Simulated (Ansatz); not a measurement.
Start from `[F][Zr]([F])([F])[SH]` and change one element to get `[F][Ti]([F])([F])[SH]`.

Ansatz, PBE0-D4/def2-TZVP geometries, multiplicity 1. Each molecule was computed in one conformer, which needn't be the lowest.

Elements past krypton have def2 core potentials. Scalar relativity is left out up to krypton.

| property | `[F][Zr]([F])([F])[SH]` |
| --- | --- |
| LUMO energy (B3LYP/def2-TZVPP) / eV | -2.13 |
| zero-point energy (PBE0-D4/def2-TZVP) / kJ/mol | 38.5 |
| HOMO energy (ωB97M-V/def2-TZVPP) / eV | -10.33 |
| HOMO–LUMO gap (PBE/def2-TZVPP) / eV | 4.20 |
| size of the dipole moment (B3LYP/def2-TZVPP) / D | 0.57 |
| size of the dipole moment (ωB97M-V/def2-TZVPP) / D | 0.52 |

(1) Give the same properties after the change, and the shifts. (Best estimate.)

Results:

(1) Computed: 
| property | `[F][Ti]([F])([F])[SH]` | shift |
| --- | --- | --- |
| LUMO energy (B3LYP/def2-TZVPP) / eV | -3.45 | -1.32 |
| zero-point energy (PBE0-D4/def2-TZVP) / kJ/mol | 42.0 | 3.5 |
| HOMO energy (ωB97M-V/def2-TZVPP) / eV | -10.56 | -0.23 |
| HOMO–LUMO gap (PBE/def2-TZVPP) / eV | 3.04 | -1.16 |
| size of the dipole moment (B3LYP/def2-TZVPP) / D | 1.00 | 0.43 |
| size of the dipole moment (ωB97M-V/def2-TZVPP) / D | 0.86 | 0.34 |

With PBE0 the HOMO falls by 0.23 eV and the LUMO falls by 1.29 eV, so the gap narrows by about 1.06 eV. PBE moves the HOMO by -0.21 eV and ωB97M-V by -0.23 eV. Dipoles are sizes alone; their direction can turn.

B3LYP here is the variant with VWN-RPA as its local correlation; programs differ in this.
